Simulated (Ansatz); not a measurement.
Mulliken charges of `BC(F)Br` from ωB97M-V/def2-TZVPP in Ansatz (PBE0-D4/def2-TZVP geometry).

```tsv
atom	x (Å)	y (Å)	z (Å)	charge (e)
B1	-0.385	0.765	0.019	-0.370
C2	0.604	-0.423	0.081	0.174
F3	0.880	-1.037	1.231	-0.156
Br4	-1.061	-1.251	-0.793	-0.017
H5	-0.333	1.485	-0.928	0.095
H6	-1.038	1.001	0.987	0.102
H7	1.394	-0.608	-0.643	0.171
```

Problem. By hand: the dipole of these point charges (1 e Å = 4.8032 D).

Solution. Σ q r = (0.229, -0.034, -0.269) e Å, of length 0.355 e Å = 1.71 D.

Problem. How does the dipole of the full density compare? (Estimate.)

Solution. The calculation gave: (0.203, -0.035, -0.173) e Å, 1.29 D; the point charges give 1.33 times that, at 9° from its direction.

Point charges leave out the atoms' own dipoles, such as those of lone pairs, and Mulliken's split depends on the basis, so the two needn't agree.
